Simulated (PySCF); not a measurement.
iodine (I₂), singlet, at a GFN2-xTB geometry (core potentials on I). Base run: DF-B3LYP/def2-TZVP (PySCF).

The PySCF input:
```python
from pyscf import gto, scf, dft

mol = gto.M(
    atom='''
I    -0.000000   -0.000000   -1.331921
I     0.000000    0.000000    1.331921
''',
    basis='def2-tzvp',
    ecp={'I': 'def2-tzvp'},
    charge=0,
    spin=0,
    verbose=4,
)

mf = dft.RKS(mol)
mf.xc = 'b3lyp'
mf = mf.density_fit(auxbasis='def2-universal-jkfit')
mf.kernel()
```

Each row names what was changed in the base input (with any setting that the change needs).

| change | ΔE vs base (µEh) | SCF cycles | outcome |
|---|---|---|---|
| base | 0.0 | 9 | converged |
| diis = off; damp = 0.6 (with mf.diis_start_cycle = 200; with mf.max_cycle = 150) | 0.0 | 21 | converged |
| init_guess = huckel | 0.0 | 8 | converged |
| diis = off (with mf.max_cycle = 100) | - | 100 | not converged |
| conv_tol = 1e-4 | 0.0 | 7 | converged |
| level_shift = 0.5 (with mf.max_cycle = 100) | 0.0 | 15 | converged |
| conv_tol = 1e-6 | 0.0 | 7 | converged |
| diis_space = 2 | 0.0 | 16 | converged |
| init_guess = sap | 0.0 | 11 | converged |
| DIIS = EDIIS | - | 50 | not converged |
| solver = newton | 0.0 | - | converged |
| init_guess = atom | 0.0 | 7 | converged |
| conv_tol_grad = 1e-3 | 0.0 | 9 | converged |
